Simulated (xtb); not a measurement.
phosphoric acid (H3O4P), singlet, at a GFN2-xTB geometry; xtb with GFN2-xTB.

The xtb input:
```
$ xtb mol.xyz --gfn 2 --ohess --json

# file mol.xyz
8

O      0.49639997     0.07749188     1.46274063
P      0.07763513    -0.00187854    -0.06678288
O      1.18776102    -0.02874031    -1.02172942
O     -0.88586825    -1.26330432    -0.10643158
O     -0.92691551     1.21766505    -0.22393643
H      1.27103163     0.62878945     1.55130795
H     -0.37287092    -2.04878771    -0.28441190
H     -1.03370548     1.42327804    -1.15029845
```

The log (banner, timings and long lists left out):

```
   ID    Z sym.   atoms
    1    8 O      1, 3-5
    2   15 P      2
    3    1 H      6-8

           -------------------------------------------------
          |                Calculation Setup                |
           -------------------------------------------------

           -------------------------------------------------
          |                 G F N 2 - x T B                 |
           -------------------------------------------------

          ...................................................
          :                      SETUP                      :
          :.................................................:
          :  # basis functions                  29          :
          :  # atomic orbitals                  28          :
          :  # shells                           14          :
          :  # electrons                        32          :
          :  max. iterations                   250          :
          :  Hamiltonian                  GFN2-xTB          :
          :  restarted?                      false          :
          :  GBSA solvation                  false          :
          :  PC potential                    false          :
          :  electronic temp.          300.0000000     K    :
          :  accuracy                    1.0000000          :
          :  -> integral cutoff          0.2500000E+02      :
          :  -> integral neglect         0.1000000E-07      :
          :  -> SCF convergence          0.1000000E-05 Eh   :
          :  -> wf. convergence          0.1000000E-03 e    :
          :  Broyden damping             0.4000000          :
          :  net charge                          0          :
          :  unpaired electrons                  0          :
          ...................................................

 iter      E             dE          RMSdq      gap      omega  full diag
   1    -20.5138985 -0.205139E+02  0.924E+00   12.63       0.0  T
   2    -20.5583422 -0.444437E-01  0.536E+00   11.53       1.0  T
   3    -20.5705394 -0.121972E-01  0.143E+00   10.80       1.0  T
   4    -20.5722378 -0.169834E-02  0.686E-01   11.01       1.0  T
   5    -20.5723828 -0.145010E-03  0.218E-01   10.95       1.0  T
   6    -20.5722837  0.991174E-04  0.290E-01   11.10       1.0  T
   7    -20.5724364 -0.152706E-03  0.485E-02   11.01       1.0  T
   8    -20.5724399 -0.352498E-05  0.672E-03   11.02       5.3  T
   9    -20.5724399 -0.408094E-07  0.275E-03   11.02      12.8  T
  10    -20.5724399 -0.117944E-07  0.273E-04   11.02     129.4  T
  11    -20.5724399 -0.112593E-09  0.163E-04   11.02     216.4  T

   *** convergence criteria satisfied after 11 iterations ***

         :::::::::::::::::::::::::::::::::::::::::::::::::::::
         ::                     SUMMARY                     ::
         :::::::::::::::::::::::::::::::::::::::::::::::::::::
         :: total energy             -20.458430400300 Eh    ::
         :: gradient norm              0.000027261102 Eh/a0 ::
         :: HOMO-LUMO gap             11.016809235699 eV    ::
         ::.................................................::
         :: SCC energy               -20.572438329807 Eh    ::
         :: -> isotropic ES            0.113090283049 Eh    ::
         :: -> anisotropic ES         -0.002353261687 Eh    ::
         :: -> anisotropic XC         -0.001578978873 Eh    ::
         :: -> dispersion             -0.004307242700 Eh    ::
         :: repulsion energy           0.114007929508 Eh    ::
         :: add. restraining           0.000000000000 Eh    ::
         :: total charge              -0.000000000000 e     ::
         :::::::::::::::::::::::::::::::::::::::::::::::::::::

      -----------------------------------------------------------
     |                   =====================                   |
     |                        A N C O P T                        |
     |                   =====================                   |
     |               Approximate Normal Coordinate               |
     |                Rational Function Optimizer                |
      -----------------------------------------------------------
      -----------------------------------------------------------
     |                   =====================                   |
     |                        A N C O P T                        |
     |                   =====================                   |
     |               Approximate Normal Coordinate               |
     |                Rational Function Optimizer                |
      -----------------------------------------------------------

          ...................................................
          :                      SETUP                      :
          :.................................................:
          :   optimization level            normal          :
          :   max. optcycles                   200          :
          :   ANC micro-cycles                  20          :
          :   degrees of freedom                18          :
          :.................................................:
          :   RF solver                   davidson          :
          :   write xtbopt.log                true          :
          :   linear?                        false          :
          :   energy convergence         0.5000000E-05 Eh   :
          :   grad. convergence          0.1000000E-02 Eh/α :
          :   maxmium RF displ.          1.0000000          :
          :   Hlow (freq-cutoff)         0.1000000E-01      :
          :   Hmax (freq-cutoff)         5.0000000          :
          :   S6 in model hess.         20.0000000          :
          ...................................................

generating ANC from exact Hessian ...
Using Lindh-Hessian (1995)
 Shifting diagonal of input Hessian by    0.0000000000000000
 Lowest  eigenvalues of input Hessian
    0.000000    0.000000    0.000000    0.000000    0.000000    0.000000
[...]
 * total energy  :   -20.4584304 Eh     change       -0.4379430E-10 Eh
   *** GEOMETRY OPTIMIZATION CONVERGED AFTER 1 ITERATIONS ***
         :: total energy             -20.458430400344 Eh    ::
[...]
     3   8 O    2.047 --     2 P    1.816
     4   8 O    2.229 --     2 P    1.219     7 H    0.848
     5   8 O    2.229 --     2 P    1.219     8 H    0.848
     6   1 H    0.876 --     1 O    0.848
     7   1 H    0.876 --     4 O    0.848
     8   1 H    0.876 --     5 O    0.848
 ---------------------------------------------------------------------------

Topologies differ in total number of bonds
Writing topology from bond orders to xtbtopo.mol

molecular dipole:
                 x           y           z       tot (Debye)
 q only:       -0.156       0.004       0.134
   full:       -0.133       0.003       0.115       0.447
molecular quadrupole (traceless):
                xx          xy          yy          xz          yz          zz
 q only:       -3.556       0.205       4.909       7.286      -0.176      -1.353
  q+dip:       -4.042       0.233       5.581       8.283      -0.200      -1.539
   full:       -4.538       0.262       6.265       9.298      -0.225      -1.727

           -------------------------------------------------
          |               Frequency Printout                |
           -------------------------------------------------
 projected vibrational frequencies (cm⁻¹)
eigval :       -0.00    -0.00    -0.00    -0.00     0.00     0.00
eigval :      200.03   200.54   226.02   350.25   350.50   404.40
eigval :      418.43   418.47   796.09   838.88   839.04   895.32
eigval :      895.40   942.77  1269.59  3637.48  3637.55  3651.27
 reduced masses (amu)
   1: 16.65   2: 19.49   3: 18.32   4: 17.72   5: 16.22   6: 16.92   7:  5.82   8:  5.84
   9:  2.84  10: 10.77  11: 10.75  12: 17.17  13: 17.69  14: 17.69  15: 14.70  16: 12.38
  17: 12.39  18: 14.04  19: 14.02  20:  5.11  21: 21.81  22:  1.89  23:  1.89  24:  1.89
 IR intensities (km·mol⁻¹)
   1:  0.04   2:  0.01   3:  0.03   4:  0.04   5:  0.01   6:  0.02   7: 85.18   8: 85.02
   9:137.08  10: 44.50  11: 44.69  12: 16.58  13:126.48  14:126.57  15:  9.84  16: 67.00
  17: 67.08  18:453.16  19:452.98  20:236.49  21:475.55  22: 67.52  23: 67.52  24: 31.09
 Raman intensities (Ä⁴*amu⁻¹)
   1:  0.00   2:  0.00   3:  0.00   4:  0.00   5:  0.00   6:  0.00   7:  0.00   8:  0.00
   9:  0.00  10:  0.00  11:  0.00  12:  0.00  13:  0.00  14:  0.00  15:  0.00  16:  0.00
  17:  0.00  18:  0.00  19:  0.00  20:  0.00  21:  0.00  22:  0.00  23:  0.00  24:  0.00
 output can be read by thermo (or use thermo option).
 writing <g98.out> molden fake output.
 recommended (thermochemical) frequency scaling factor: 1.0
           -------------------------------------------------
          |             Thermodynamic Functions             |
           -------------------------------------------------

c3  symmetry found (for desy threshold:  0.10E+00) used in thermo

          ...................................................
          :                      SETUP                      :
          :.................................................:
          :  # frequencies                          18      :
          :  # imaginary freq.                       0      :
          :  linear?                             false      :
          :  only rotor calc.                    false      :
          :  symmetry                               c3      :
          :  rotational number                       3      :
          :  scaling factor                  1.0000000      :
          :  rotor cutoff                   50.0000000 cm⁻¹ :
          :  imag. cutoff                  -20.0000000 cm⁻¹ :
          :.................................................:

    mode    ω/cm⁻¹     T·S(HO)/kcal·mol⁻¹    T·S(FR)/kcal·mol⁻¹   T·S(vib)
   ------------------------------------------------------------------------
       1    200.03    -0.63589 ( 99.61%)    -0.64560 (  0.39%)    -0.63593
       2    200.54    -0.63449 ( 99.62%)    -0.64485 (  0.38%)    -0.63453
       3    226.02    -0.56958 ( 99.76%)    -0.60945 (  0.24%)    -0.56967
   ------------------------------------------------------------------------

   temp. (K)  partition function   enthalpy   heat capacity  entropy
                                   cal/mol     cal/K/mol   cal/K/mol   J/K/mol
 298.15  VIB   10.1                 2281.629     16.397     12.242
         ROT  0.301E+05              888.752      2.981     23.476
         INT  0.303E+06             3170.381     19.378     35.718
         TR   0.939E+27             1481.254      4.968     39.640
         TOT                        4651.6350    24.3458    75.3577   315.2966

       T/K    H(0)-H(T)+PV         H(T)/Eh          T*S/Eh         G(T)/Eh
   ------------------------------------------------------------------------
    298.15    0.741285E-02    0.529125E-01    0.358049E-01    0.171076E-01
   ------------------------------------------------------------------------

         :::::::::::::::::::::::::::::::::::::::::::::::::::::
         ::                  THERMODYNAMIC                  ::
         :::::::::::::::::::::::::::::::::::::::::::::::::::::
         :: total free energy         -20.441322809882 Eh   ::
         ::.................................................::
         :: total energy              -20.458430400344 Eh   ::
         :: zero point energy           0.045499609727 Eh   ::
         :: G(RRHO) w/o ZPVE           -0.028392019266 Eh   ::
         :: G(RRHO) contrib.            0.017107590461 Eh   ::
         :::::::::::::::::::::::::::::::::::::::::::::::::::::

optimized geometry written to: xtbopt.xyz

           -------------------------------------------------
          | TOTAL ENERGY              -20.458430400344 Eh   |
          | TOTAL ENTHALPY            -20.405517938382 Eh   |
          | TOTAL FREE ENERGY         -20.441322809882 Eh   |
          | GRADIENT NORM               0.000028111738 Eh/α |
          | HOMO-LUMO GAP              11.016784154197 eV   |
           -------------------------------------------------

normal termination of xtb
```
